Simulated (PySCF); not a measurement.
# Telling isomers of C6H8O3Si apart by NMR

Theoretical values (PySCF): PBE0/pcSseg-1 with gauge-including orbitals, geometry from GFN2-xTB. In vacuum, non-relativistic, one computed conformer, averaged over atoms made equivalent by symmetry, fast rotation or ring inversion.

Scale: ¹H (σref 31.72), ¹³C (σref 186.93) against TMS (reference shieldings calculated alike). Where no couplings were computed, multiplicities follow the n + 1 count of equivalent neighbours, and m marks all less simple cases (inequivalent or close neighbours, rings, F or P nearby). Acid and N–H amide carbonyl carbons lie up to 10 ppm further downfield in solution (hydrogen bonding). Shifts are as computed. Against solution values, carbons near 30 ppm lie about +3 ppm off and those near 130 ppm about +5 ppm. Of 1309 compounds with measured shifts, 239 miss one by over three times the rms of a fit or turn the order of signals round; such compounds aren't used in these exercises. OH and NH positions are gas-phase values without hydrogen bonding to other molecules.

(1) Tabulate the signals of `O=C(C[SiH2]O)c1ccco1`, `C[SiH2]c1ccc(C(=O)O)o1`, `COC(=O)c1coc([SiH3])c1` and their relative energies.

(2) What is the quickest way to tell C[SiH2]c1ccc(C(=O)O)o1 from COC(=O)c1coc([SiH3])c1?

(3) What is the quickest way to tell O=C(C[SiH2]O)c1ccco1 from C[SiH2]c1ccc(C(=O)O)o1?

(4) What is the quickest way to tell O=C(C[SiH2]O)c1ccco1 from COC(=O)c1coc([SiH3])c1?

Answers

(1) 
| SMILES | carbon types | δC | δH | E rel. (kcal/mol) |
| --- | --- | --- | --- | --- |
| O=C(C[SiH2]O)c1ccco1 | 2×C 3×CH 1×CH2 | 194.9, 160.2, 151.2, 125.9, 120.3, 32.2 | 7.80 (m, 1H), 7.61 (m, 1H), 6.90 (m, 1H), 4.98 (t, 2H), 3.59 (br s, 1H), 2.81 (t, 2H) | 0.0 |
| C[SiH2]c1ccc(C(=O)O)o1 | 3×C 2×CH 1×CH3 | 165.2, 163.0, 154.4, 129.5, 129.0, -6.3 | 7.79 (m, 1H), 7.12 (m, 1H), 6.17 (br s, 1H), 4.78 (q, 2H), 0.40 (t, 3H) | 8.6 |
| COC(=O)c1coc([SiH3])c1 | 3×C 2×CH 1×CH3 | 169.7, 161.4, 154.1, 131.5, 126.9, 53.6 | 8.53 (m, 1H), 7.39 (m, 1H), 4.45 (s, 3H), 4.06 (s, 3H) | 25.2 |

Energies are electronic energies at PBE0/pcSseg-1 on these geometries, without zero-point or thermal terms, each for the one conformer computed, which needn't be the lowest.

(2) Both give the same number of carbon signals, with the same numbers of each carbon type, so the positions decide. The first has a methyl carbon bonded to Si (CH3) at -6.3 ppm, the second a methyl carbon bonded to O (CH3) at 53.6 ppm. Their most deshielded carbons lie at 165.2 and 169.7 ppm. In the proton spectra the most deshielded non-exchanging signals are 7.79 (m, 1H) and 8.53 (m, 1H).

(3) Both give the same number of carbon signals, but DEPT or the intensities differ. The first has an sp3 CH2 bonded to Si, α to a carbonyl at 32.2 ppm, the second a methyl carbon bonded to Si (CH3) at -6.3 ppm. Their most deshielded carbons lie at 194.9 and 165.2 ppm.

(4) Both give the same number of carbon signals, but DEPT or the intensities differ. The first has an sp3 CH2 bonded to Si, α to a carbonyl at 32.2 ppm, the second a methyl carbon bonded to O (CH3) at 53.6 ppm. Their most deshielded carbons lie at 194.9 and 169.7 ppm. In the proton spectra the most deshielded non-exchanging signals are 7.80 (m, 1H) and 8.53 (m, 1H).
